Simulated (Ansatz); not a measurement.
C₂H₄FGaO. Total charge 0; spin multiplicity 1. The bonds changed during the relaxation, so this is another structure than the one it started from.

```xyz
9

O     1.2796    0.2702   -0.8160
C     0.5470    0.2061    0.3117
Ga   -2.0621   -0.0297   -0.7803
C     0.0870   -0.9516    0.7992
F     0.3291   -2.1163    0.1979
H     1.0957    1.1138   -1.2448
H     0.3657    1.1131    0.8770
H    -1.2435    1.4305   -1.1069
H    -0.3984   -1.0361    1.7621
```

(1) What are the harmonic wavenumbers in cm⁻¹ at PBE0-D4/def2-TZVP (Ansatz, finite differences of forces, unscaled)? (Best estimate.)

(2) Is this a minimum?

(3) Give the ideal-gas thermochemistry at 298.15 K and 1 bar (rigid rotor, harmonic oscillator; point group C1, symmetry number 1).

Answers

(1) Computed: 53, 75, 161, 186, 243, 430, 531, 567, 758, 796, 886, 1041, 1170, 1264, 1307, 1420, 1490, 1746, 3204, 3244, 3818.

(2) Yes, all 21 modes are real.

(3) Zero-point energy 145.9 kJ/mol; H(298) − E = 167.1 kJ/mol; entropy 361.6 J/(mol·K), of which translation 169.8, rotation 116.1, vibration 75.6; G(298) − E = 59.3 kJ/mol. Modes under 100 cm⁻¹ are hindered rotations or soft bends, so the harmonic entropy is rough.
